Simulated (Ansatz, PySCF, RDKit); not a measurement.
Noncovalent pair: CH4O (SMILES CO) (first 6 atoms) with CH6Si (SMILES C[SiH3]); geometry from B3LYP-D3(BJ)/def2-TZVP, rigid monomers moved along the line of their centres of mass till O2···Si8 is 3.79 Å.
(charge 0, multiplicity 1):
```csv
atom,x (Å),y (Å),z (Å)
C,0.3369,-0.2705,-0.2764
O,0.5299,0.7842,0.6579
H,-0.2144,-1.1086,0.1618
H,1.3268,-0.6210,-0.5648
H,-0.1859,0.0709,-1.1759
H,-0.3309,1.1081,0.9428
C,1.2752,0.3022,4.4846
Si,-0.4445,-0.3499,4.1423
H,1.7435,0.6084,3.5489
H,1.8950,-0.4655,4.9517
H,1.2406,1.1622,5.1560
H,-1.2978,0.6925,3.5119
H,-1.1184,-0.7630,5.3994
H,-0.4131,-1.5232,3.2365
```

Monomers are frozen at their geometry in the pair; levels with a basis set take the counterpoise correction. Rows marked so take none. RDKit's UFF carries no charges.

Rows in 3-21G, 6-31G* carry no dispersion term and start afresh at each structure (6-31G* with six Cartesian d functions).

The values were computed with Ansatz (a program for electronic structure); PySCF for 3-21G rows, 6-31G* rows; RDKit for the force fields. Each number belongs to the level named beside it.

Problem. One of these levels gives -4.73 kcal/mol for the interaction energy. Name it.
A) B3LYP/6-31G*
B) UFF
C) r2SCAN/def2-TZVPPD
D) B3LYP/3-21G (no counterpoise)

Solution. D, B3LYP/3-21G (no counterpoise). The others give -1.26 (UFF), -1.71 (r2SCAN/def2-TZVPPD), -0.80 (B3LYP/6-31G*)
